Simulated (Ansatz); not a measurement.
InCl, closed-shell singlet (the spin of the measured ground state), most abundant isotopes (34.9689 and 114.9039 u). Constants from fifth-degree fits in 1/R to seven points on the lowest solution found; no spin–orbit coupling, no relativity up to Kr; ω_e x_e and α_e move by some per cent with the fit.

Correlated levels freeze the inner cores; with def2 sets outer-core shells near the valence are correlated too. CBS(a, b) extrapolates the correlation energy as X⁻³ and adds the Hartree–Fock energy of set b.

Run with Ansatz (Gaussian basis) for Hartree–Fock, density functionals and correlated methods.  In def2 rows elements past Kr take small-core potentials, without spin–orbit coupling.

```csv
level,r_e (Å),ω_e (cm⁻¹),ω_e x_e (cm⁻¹),α_e (cm⁻¹)
PBE/def2-TZVPP,2.4360,302.1,0.981,0.000503
"CCSD(T)/CBS(def2-TZVPP, def2-QZVPP)",2.4055,314.7,1.03,0.000530
```

D_e from total energies of the atoms and the molecule: 4.69 eV at PBE/def2-TZVPP; 4.73 eV at CCSD(T)/CBS(def2-TZVPP, def2-QZVPP).

Q: Derive the rotational constants, the centrifugal constant, the fundamental, the zero-point energy and the force constant, and test the Morse rule for the well depth.

A: 
μ = 26.80979 u.
- PBE/def2-TZVPP: B_e = 16.8576/(μ r_e²) = 0.10597 cm⁻¹; B₀ = B_e − α_e/2 = 0.10571 cm⁻¹; D = 4B_e³/ω_e² = 5.22e-08 cm⁻¹; fundamental ω_e − 2ω_e x_e = 300 cm⁻¹; zero-point energy ω_e/2 − ω_e x_e/4 = 151 cm⁻¹; k = μ(2πcω_e)² = 144 N/m; the line J = 1 ← 0 at 2B₀ = 6.338 GHz; a Morse well would hold ω_e²/(4ω_e x_e) = 2.88 eV against the computed D_e of 4.69 eV
- CCSD(T)/CBS(def2-TZVPP, def2-QZVPP): B_e = 16.8576/(μ r_e²) = 0.10867 cm⁻¹; B₀ = B_e − α_e/2 = 0.10840 cm⁻¹; D = 4B_e³/ω_e² = 5.18e-08 cm⁻¹; fundamental ω_e − 2ω_e x_e = 313 cm⁻¹; zero-point energy ω_e/2 − ω_e x_e/4 = 157 cm⁻¹; k = μ(2πcω_e)² = 156 N/m; the line J = 1 ← 0 at 2B₀ = 6.500 GHz; a Morse well would hold ω_e²/(4ω_e x_e) = 2.98 eV against the computed D_e of 4.73 eV

Measured for the ground state: r_e 2.4012 Å [microwave values compiled in ACS Omega 2, 8373 (2017)].

Ansatz is a first-principles code.
